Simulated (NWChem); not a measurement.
System: iodine (I2); SMILES II

Input file for NWChem:

```
start job
memory heap 200 mb stack 900 mb global 1100 mb
geometry units angstroms noautoz
  I      0.000000     0.000000     1.356454
  I      0.000000     0.000000    -1.356454
end
basis spherical
  * library def2-svp
end
ecp
  I library def2-ecp
end
dft
  xc b3lyp
  iterations 200
end
task dft gradient
```

Excerpt of the output:

```
             Northwest Computational Chemistry Package (NWChem) 7.3.0
             --------------------------------------------------------

 ORDER OF PRIMARY AXIS IS BEING SET TO 4
 D4H symmetry detected

                             Geometry "geometry" -> ""
                             -------------------------

 Output coordinates in angstroms (scale by  1.889725989 to convert to a.u.)

  No.       Tag          Charge          X              Y              Z
 ---- ---------------- ---------- -------------- -------------- --------------
    1 I                   53.0000     0.00000000     0.00000000     1.35645400
    2 I                   53.0000     0.00000000     0.00000000    -1.35645400

 Effective nuclear repulsion energy (a.u.)     547.9208629412

      Symmetry information
      --------------------

 Group name             D4h
 Group number             28
 Group order              16
 No. of unique centers     1

                                 NWChem DFT Module
                                 -----------------

 Summary of "ao basis" -> "ao basis" (spherical)
 ------------------------------------------------------------------------------
       Tag                 Description            Shells   Functions and Types
 ---------------- ------------------------------  ------  ---------------------
 I                          def2-svp                10       26   4s4p2d

      Symmetry analysis of basis
      --------------------------

        a1g        10
        a1u         0
        a2g         0
        a2u        10
        b1g         2
        b1u         2
        b2g         2
        b2u         2
        eg         12
        eu         12

            General Information
            -------------------
          SCF calculation type: DFT
          Wavefunction type:  closed shell.
          No. of atoms     :     2
          No. of electrons :    50
           Alpha electrons :    25
            Beta electrons :    25
          Charge           :     0
          Spin multiplicity:     1
          Use of symmetry is: on ; symmetry adaption is: on
          Maximum number of iterations: 200
          AO basis - number of functions:    52
                     number of shells:    20
          Convergence on energy requested:  1.00D-06
          Convergence on density requested:  1.00D-05
          Convergence on gradient requested:  5.00D-04

              XC Information
              --------------
                         B3LYP Method XC Potential
                     Hartree-Fock (Exact) Exchange  0.200
                        Slater Exchange Functional  0.800 local
                    Becke 1988 Exchange Functional  0.720 non-local
              Lee-Yang-Parr Correlation Functional  0.810
                  VWN I RPA Correlation Functional  0.190 local

             Grid Information
             ----------------
          Grid used for XC integration:  medium
          Radial quadrature: Mura-Knowles
          Angular quadrature: Lebedev.
          Tag              B.-S. Rad. Rad. Pts. Rad. Cut. Ang. Pts.
          ---              ---------- --------- --------- ---------
          I                   1.40      123           9.0       590
          Grid pruning is: on
          Number of quadrature shells:   123
          Spatial weights used:  Erf1

      Superposition of Atomic Density Guess
      -------------------------------------

 Sum of atomic energies:        -694.25423975

      Non-variational initial energy
      ------------------------------

 Total energy =    -593.336685
 1-e energy   =   -1278.567054
 2-e energy   =     563.318465
 HOMO         =      -0.294927
 LUMO         =      -0.137460

      Symmetry analysis of molecular orbitals - initial
      -------------------------------------------------

 !! scf_movecs_sym_adapt:    8 vectors were symmetry contaminated

  Symmetry fudging

 !! scf_movecs_sym_adapt:    8 vectors were symmetry contaminated

  Numbering of irreducible representations:

     1 a1g         2 a1u         3 a2g         4 a2u         5 b1g
     6 b1u         7 b2g         8 b2u         9 eg         10 eu

  Orbital symmetries:

     1 a1g         2 a2u         3 a1g         4 a2u         5 eu
     6 eu          7 eg          8 eg          9 a1g        10 eu
    11 eu         12 eg         13 eg         14 b2g        15 b1g
    16 b1u        17 b2u        18 a2u        19 a1g        20 a2u
    21 a1g        22 eu         23 eu         24 eg         25 eg
    26 a2u        27 a1g        28 a1g        29 a2u        30 eu
    31 eu         32 eu         33 eu         34 eg         35 eg

   convergence    iter        energy       DeltaE   RMS-Dens  Diis-err
 ---------------- ----- ----------------- --------- --------- ---------
 d= 0,ls=0.0,diis     1   -595.5814801776 -7.17D+02  1.67D-02  1.45D-01
 d= 0,ls=0.0,diis     2   -595.5924429903 -1.10D-02  6.07D-03  5.20D-02
 d= 0,ls=0.0,diis     3   -595.6003425430 -7.90D-03  1.34D-03  6.38D-03
 d= 0,ls=0.0,diis     4   -595.6013130904 -9.71D-04  2.17D-04  4.24D-05
 d= 0,ls=0.0,diis     5   -595.6013179035 -4.81D-06  3.88D-05  4.32D-06
 d= 0,ls=0.0,diis     6   -595.6013184183 -5.15D-07  9.50D-07  1.92D-09

         Total DFT energy =     -595.601318418272
      One electron energy =    -1278.718474336426
           Coulomb energy =      605.853019445344
    Exchange-Corr. energy =      -44.647767883996
 Nuclear repulsion energy =      121.911904356805

 Numeric. integr. density =       50.000000241077

                  Occupations of the irreducible representations
                  ----------------------------------------------

                     irrep           alpha         beta
                     --------     --------     --------
                     a1g               5.0          5.0
                     a1u               0.0          0.0
                     a2g               0.0          0.0
                     a2u               4.0          4.0
                     b1g               1.0          1.0
                     b1u               1.0          1.0
                     b2g               1.0          1.0
                     b2u               1.0          1.0
                     eg                6.0          6.0
                     eu                6.0          6.0

                       DFT Final Molecular Orbital Analysis
                       ------------------------------------

 Vector   23  Occ=2.000000D+00  E=-3.184028D-01  Symmetry=eu
              MO Center= -1.2D-17, -4.2D-19,  8.3D-17, r^2= 3.5D+00
   Bfn.  Coefficient  Atom+Function         Bfn.  Coefficient  Atom+Function
  ----- ------------  ---------------      ----- ------------  ---------------
    11      0.424289  1 I  px                37      0.424289  2 I  px
    14      0.355168  1 I  px                40      0.355168  2 I  px
     8     -0.171972  1 I  px                34     -0.171972  2 I  px
     5     -0.139415  1 I  px                31     -0.139415  2 I  px
    25      0.035114  1 I  d  1              51     -0.035114  2 I  d  1

 Vector   24  Occ=2.000000D+00  E=-2.600678D-01  Symmetry=eg
              MO Center=  1.6D-15,  1.4D-15, -1.4D-16, r^2= 4.0D+00
   Bfn.  Coefficient  Atom+Function         Bfn.  Coefficient  Atom+Function
  ----- ------------  ---------------      ----- ------------  ---------------
    11      0.343501  1 I  px                37     -0.343501  2 I  px
    12      0.309501  1 I  py                14      0.310090  1 I  px
    38     -0.309501  2 I  py                40     -0.310090  2 I  px
    15      0.279396  1 I  py                41     -0.279396  2 I  py
     8     -0.137314  1 I  px                34      0.137314  2 I  px

 Vector   25  Occ=2.000000D+00  E=-2.600678D-01  Symmetry=eg
              MO Center=  6.8D-16, -6.4D-16, -3.8D-16, r^2= 4.0D+00
   Bfn.  Coefficient  Atom+Function         Bfn.  Coefficient  Atom+Function
  ----- ------------  ---------------      ----- ------------  ---------------
    12      0.343501  1 I  py                38     -0.343501  2 I  py
    11     -0.309501  1 I  px                15      0.310090  1 I  py
    37      0.309501  2 I  px                41     -0.310090  2 I  py
    14     -0.279396  1 I  px                40      0.279396  2 I  px
     9     -0.137314  1 I  py                35      0.137314  2 I  py

 Vector   26  Occ=0.000000D+00  E=-1.490458D-01  Symmetry=a2u
              MO Center= -3.7D-16,  2.4D-16, -2.3D-15, r^2= 4.6D+00
   Bfn.  Coefficient  Atom+Function         Bfn.  Coefficient  Atom+Function
  ----- ------------  ---------------      ----- ------------  ---------------
    16      0.598732  1 I  pz                42      0.598732  2 I  pz
    13      0.466820  1 I  pz                39      0.466820  2 I  pz
     3     -0.203137  1 I  s                 29      0.203137  2 I  s
    10     -0.187368  1 I  pz                36     -0.187368  2 I  pz
     4     -0.158305  1 I  s                 30      0.158305  2 I  s

 Vector   27  Occ=0.000000D+00  E= 2.255499D-01  Symmetry=a1g
              MO Center=  2.1D-17,  5.9D-17,  7.8D-15, r^2= 4.8D+00
   Bfn.  Coefficient  Atom+Function         Bfn.  Coefficient  Atom+Function
  ----- ------------  ---------------      ----- ------------  ---------------
     3      1.565738  1 I  s                 29      1.565738  2 I  s
     4     -1.299622  1 I  s                 30     -1.299622  2 I  s
     2     -0.290566  1 I  s                 28     -0.290566  2 I  s
    24      0.235235  1 I  d  0              50      0.235235  2 I  d  0
     1     -0.232567  1 I  s                 27     -0.232567  2 I  s

[...]

                         DFT ENERGY GRADIENTS

    atom               coordinates                        gradient
                 x          y          z           x          y          z
   1 I       0.000000   0.000000   2.563326    0.000000   0.000000  -0.001920
   2 I       0.000000   0.000000  -2.563326    0.000000   0.000000   0.001920
```

Level: B3LYP/def2-SVP with def2 effective core potentials on I. Structure relaxed at the PBE-D3(BJ)/def2-SVP level. def2 effective core potentials on I; no spin-orbit coupling.
